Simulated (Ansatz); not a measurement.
Relaxation of CH₃AlFNOSi (9 atoms, charge 0, multiplicity 1), to a largest force component of 0.02 eV/Å in at most 50 steps.

Method: RKS PBE/STO-3G in Ansatz.

```xyz
9
Properties=species:S:1:pos:R:3
O 0.332 1.259 2.116
C 0.214 0.569 1.083
N 1.099 -0.412 0.483
Al 0.563 -0.361 -1.319
F 0.818 -1.246 -2.877
Si -1.159 0.280 -0.138
H 2.026 -0.857 0.871
H 0.702 0.190 -2.750
H -1.798 1.523 -0.547
```

Question: Where does it end, and by what steps?

Answer: The forces met the threshold. Limits of this set-up: minimal basis. After 20 steps the energy has fallen by 4.198 eV; H7 moved furthest, 1.95 Å. Joined: N3–Si6.

```json
{"step": "0", "energy less start (eV)": "0.0000", "largest force component (eV/Å)": "2.611", "accepted": "yes"}
{"step": "1", "energy less start (eV)": "-0.9076", "largest force component (eV/Å)": "1.631", "accepted": "yes"}
{"step": "2", "energy less start (eV)": "-1.6533", "largest force component (eV/Å)": "2.928", "accepted": "yes"}
{"step": "3", "energy less start (eV)": "-2.4150", "largest force component (eV/Å)": "1.940", "accepted": "yes"}
{"step": "4", "energy less start (eV)": "-2.9497", "largest force component (eV/Å)": "1.901", "accepted": "yes"}
{"step": "5", "energy less start (eV)": "-3.2343", "largest force component (eV/Å)": "0.705", "accepted": "yes"}
{"step": "6", "energy less start (eV)": "-3.3662", "largest force component (eV/Å)": "0.493", "accepted": "yes"}
{"step": "7", "energy less start (eV)": "-3.4797", "largest force component (eV/Å)": "0.719", "accepted": "yes"}
{"step": "8", "energy less start (eV)": "-3.5896", "largest force component (eV/Å)": "0.502", "accepted": "yes"}
{"step": "9", "energy less start (eV)": "-3.6943", "largest force component (eV/Å)": "0.730", "accepted": "yes"}
{"step": "10", "energy less start (eV)": "-3.8327", "largest force component (eV/Å)": "0.847", "accepted": "yes"}
{"step": "11", "energy less start (eV)": "-3.9744", "largest force component (eV/Å)": "0.771", "accepted": "yes"}
{"step": "12", "energy less start (eV)": "-4.1002", "largest force component (eV/Å)": "0.555", "accepted": "yes"}
{"step": "13", "energy less start (eV)": "-4.1614", "largest force component (eV/Å)": "0.927", "accepted": "yes"}
{"step": "14", "energy less start (eV)": "-4.1447", "largest force component (eV/Å)": "1.362", "accepted": "no"}
{"step": "15", "energy less start (eV)": "-4.1844", "largest force component (eV/Å)": "0.088", "accepted": "yes"}
{"step": "16", "energy less start (eV)": "-4.1941", "largest force component (eV/Å)": "0.226", "accepted": "yes"}
{"step": "17", "energy less start (eV)": "-4.1971", "largest force component (eV/Å)": "0.073", "accepted": "yes"}
{"step": "18", "energy less start (eV)": "-4.1979", "largest force component (eV/Å)": "0.042", "accepted": "yes"}
{"step": "19", "energy less start (eV)": "-4.1982", "largest force component (eV/Å)": "0.030", "accepted": "yes"}
{"step": "20", "energy less start (eV)": "-4.1983", "largest force component (eV/Å)": "0.011", "accepted": "yes"}
```

```xyz
9
Properties=species:S:1:pos:R:3
O 0.097 -0.294 2.295
C -0.086 -0.030 1.086
N 0.961 0.229 -0.013
Al 0.626 -0.556 -1.697
F 0.501 -2.196 -1.678
Si -1.001 0.578 -0.428
H 1.687 0.960 0.246
H 1.219 0.251 -2.819
H -1.205 2.002 -0.072
```

The run took 70 s on 1 thread of Arm Neoverse V2 (shared host), peak memory 0.2 GiB.
